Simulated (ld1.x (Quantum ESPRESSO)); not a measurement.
## Varying the ultrasoft potential for Gd

Base potential:

- Element: Gd
- Generator: ld1.x (Quantum ESPRESSO) 7.5
- Type: ultrasoft
- Functional: PBEsol
- Relativity: scalar-relativistic
- Frozen core: [Kr] 4d10 5s2
- Valence charge: 16
- Reference configuration: 4f7 5p6 5d1 6s0 6p0 (charge +2)
- Partial waves: 6s (bound, empty): rcut 2.30, rcutus 3.15 bohr; 6s channel at 1.95 Ry: rcut 2.30, rcutus 3.15 bohr; 5p (bound): rcut 2.55, rcutus 3.15 bohr; 6p (bound, empty): rcut 2.55, rcutus 3.15 bohr; 5d (bound): rcut 2.40, rcutus 2.80 bohr; 5d channel at -0.05 Ry: rcut 2.40, rcutus 2.80 bohr; 4f (bound): rcut 0.90, rcutus 1.20 bohr; 4f channel at -0.5 Ry: rcut 0.90, rcutus 1.20 bohr
- Local potential: all-electron potential smoothed inside 0.95 bohr (lloc = -1)
- Core correction: Bessel-smoothed model core inside 1.10 bohr
- Augmentation charge: PSQ, radius 0.65 bohr

All-electron outer shells of the reference configuration (PBEsol, scalar-relativistic, ld1.x):

| shell | level (eV) | outermost node (bohr) | outermost maximum (bohr) |
| --- | --- | --- | --- |
| 4d | -161.37 | 0.27 | 0.56 |
| 5s | -63.55 | 0.65 | 1.20 |
| 5p | -41.00 | 0.70 | 1.35 |
| 4f | -22.50 | – | 0.56 |
| 5d | -15.14 | 0.79 | 1.88 |
| 6s | -14.87 | 1.58 | 3.05 |
| 6p | -10.54 | 1.87 | 3.78 |

Cutoffs, loose and tight: the cutoffs (Ry, on a coarse ladder) from which the occupation-weighted sum of valence levels, in a spherical-Bessel basis at the reference potential, stays within 10 and 1 mRy of its value at 400 Ry. They do not see the model core or the augmentation charge, which bear on the density cutoff. Test errors are all-electron minus pseudo excitation energies from the reference, over the configurations 4f7 5p6 5d1 6s2 6p0; 4f7 5p6 5d1 6s1 6p0; 4f7 5p6 5d0 6s0 6p0; 4f7 5p6 5d1.5 6s1.5 6p0; 4f6 5p6 5d1 6s2 6p0; 4f8 5p6 5d0 6s1 6p0; 4f7 5p6 5d2 6s1 6p0. A dash means not determined; rows that change the core or the reference have their own tests.

A true bound ghost makes a file unfit for plane-wave use even where its test errors are small: the radial tests pick states by their node count and pass the ghost by.

Cutoffs are not given where the Bessel-basis levels miss the radial ones by over 6 mRy, ghosts where they miss by over 20 mRy; a channel whose overlap is not positive is not tested.

A file whose overlap is not positive is unfit for use, and its test errors describe a broken file.

| change | outcome | cutoff, loose | cutoff, tight | bound ghosts | largest test error (meV) |
| --- | --- | --- | --- | --- | --- |
| base | generated, overlap not positive | – | – | s, p (d not tested, overlap not positive) | test run stopped at test 1 of 7 (negative rho) |
| waves 5d (bound): rcut 1.84, rcutus 1.94 bohr; 5d channel at -0.05 Ry: rcut 1.84, rcutus 1.94 bohr | generated | 120 Ry | 200 Ry | s, p | test run stopped at test 1 of 7 (negative rho) |
| waves 5d (bound): rcut 2.20, rcutus 2.34 bohr; 5d channel at -0.05 Ry: rcut 2.20, rcutus 2.34 bohr | generated | 120 Ry | 200 Ry | s, p | test run stopped at test 1 of 7 (negative rho) |
| waves 5d (bound): rcut 2.40, rcutus 2.64 bohr; 5d channel at -0.05 Ry: rcut 2.40, rcutus 2.64 bohr | generated | 120 Ry | 200 Ry | s, p, d | test run stopped at test 1 of 7 (negative rho) |
| waves 5d (bound): rcut 2.40, rcutus 2.94 bohr; 5d channel at -0.05 Ry: rcut 2.40, rcutus 2.94 bohr | generated, overlap not positive | – | – | s, p (d not tested, overlap not positive) | test run stopped at test 1 of 7 (negative rho) |
| waves 5d (bound): rcut 2.40, rcutus 3.34 bohr; 5d channel at -0.05 Ry: rcut 2.40, rcutus 3.34 bohr | generated, overlap not positive | – | – | s, p (d not tested, overlap not positive) | test run stopped at test 1 of 7 (negative rho) |
| waves 5d (bound): rcut 2.40, rcutus 3.84 bohr; 5d channel at -0.05 Ry: rcut 2.40, rcutus 3.84 bohr | generated | 120 Ry | 200 Ry | s, p | test run stopped at test 1 of 7 (negative rho) |
| waves 5d (bound): rcut 2.40, rcutus 4.24 bohr; 5d channel at -0.05 Ry: rcut 2.40, rcutus 4.24 bohr | generated | 120 Ry | 200 Ry | s, p | test run stopped at test 1 of 7 (negative rho) |

Reading the sweep of the d radius (base included, trends over the rows without a ghost): Bound ghosts are found at 1.94, 2.34, 2.64, 2.8, 2.94, 3.34, 3.84, 4.24 bohr. Every judged row has one, so this setting neither creates nor removes them.
